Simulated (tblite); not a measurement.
Species: C6H15P.
Atom-mapped SMILES: `[CH3:1][CH2:2][P:3]([CH2:4][CH3:5])[CH2:6][CH3:7]` (hydrogens: H8, H9, H10 on C1; H11, H12 on C2; H13, H14 on C4; H15, H16, H17 on C5; H18, H19 on C6; H20, H21, H22 on C7)

Structure optimised with GFN2-xTB, isolated species.

Question: List the bond lengths, angles and torsions at this level.

Answer: 
```tsv
bond	length (Å)
C1–C2, C4–C5, C6–C7	1.523
C2–P3, P3–C4, P3–C6	1.867
C1–H8 and 8 like bonds	1.088
C2–H11 and 5 like bonds	1.094
```

Bonds in one row agree within 0.01 Å and their mean is given. A selection of angles:
```tsv
angle	degrees
C2–C1–H8	111.0
C2–C1–H9	110.3
H8–C1–H9	108.2
C1–C2–P3	112.2
C1–C2–H11	110.7
C1–C2–H12	109.1
P3–C2–H11	109.7
P3–C2–H12	106.9
H11–C2–H12	108.2
C2–P3–C4	97.8
```

Dihedral angles: C1–C2–P3–C4 178° (antiperiplanar); C2–P3–C4–C5 79° (synclinal); C2–P3–C6–C7 178° (antiperiplanar). The mirror-image conformer, all signs reversed, is as good.

All 3 C–C bonds measure 1.523 Å. P3 (phosphine phosphorus) is pyramidal (angles 97.9°, 97.8° and 97.8°, sum 293.5°, 0.92 Å off the plane of its three neighbours). Of the pairs four or more bonds apart, H13···H20 is among the closest relative to their van der Waals radii: 2.36 Å, 98 % of the sum of Bondi's values. All 3 C–P bonds measure 1.867 Å.

Point group: C3 (every atom within 0.08 Å of its image). Its GFN2-xTB frequencies are all real (lowest 25 cm⁻¹). The numbers are those of one conformer. 2 starts were optimised and ended at 0.00 and 1.38 kcal/mol (GFN2-xTB); the lowest of these is shown.

Hardware: one thread of an x86-64 server (shared host). That covers the optimisation of the geometry.

These are computed values.
